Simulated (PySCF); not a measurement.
## Hg+ (mercury, charge +1) across methods

[Xe] 4f14 5d10 6p1, 2P determinant (an excited configuration). Calculation: PySCF 2.14, in ANO-RCC-VTZP; the spin-free X2C one-electron Hamiltonian (Gaussian nucleus).

| method | E (hartree) | mean ε 5d α (eV) | mean ε 5d β (eV) | mean ε 6p α (eV) | Σ⟨r²⟩ (bohr²) | ⟨S²⟩ |
| --- | --- | --- | --- | --- | --- | --- |
| PBE | -19624.55 | -20.680 | -20.534 | -8.903 | 56.30 | 0.756 |
| r2SCAN | -19624.52 | -20.988 | -20.862 | -9.063 | 56.02 | 0.764 |
| LDA | -19612.48 | -20.940 | -20.800 | -9.039 | 56.10 | 0.753 |
| UHF | -19618.63148 | -27.366 | -27.283 | -10.654 | 57.52 | 0.765 |

(1) Estimate the same row for PBE0.

Spin-orbit coupling, absent here, splits the open shell strongly.

Results:

(1) E (hartree) = -19624.27; mean ε 5d α (eV) = -22.586; mean ε 5d β (eV) = -22.450; mean ε 6p α (eV) = -9.477; Σ⟨r²⟩ (bohr²) = 56.29; ⟨S²⟩ = 0.757.
